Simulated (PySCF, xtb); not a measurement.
In(F)(Et)(OH) (C2H6FInO), SMILES [In]([OH])([F])[CH2]C. Other conformers were not sampled.

Harmonic wavenumbers (cm⁻¹) from GFN2-xTB in xtb 6.7.1 at its own minimum, in rising order: 29, 53, 79, 111, 183, 205, 228, 333, 384, 435, 625, 654, 907, 963, 1073, 1136, 1196, 1393, 1425, 1471, 1472, 2982, 2993, 2998, 3004, 3011, 3650.

What does B3LYP-D3(BJ)/def2-SVP in PySCF give at its own minimum? (An estimate is asked for; the answer gives what the named calculation found.)

19, 67, 113, 151, 233, 239, 275, 467, 595, 598, 646, 789, 948, 968, 1046, 1190, 1242, 1401, 1441, 1472, 1477, 3019, 3061, 3090, 3102, 3123, 3821. Paired by order, the mean absolute difference is 62 cm⁻¹ and the zero-point energies are 47.2 and 49.5 kcal/mol.
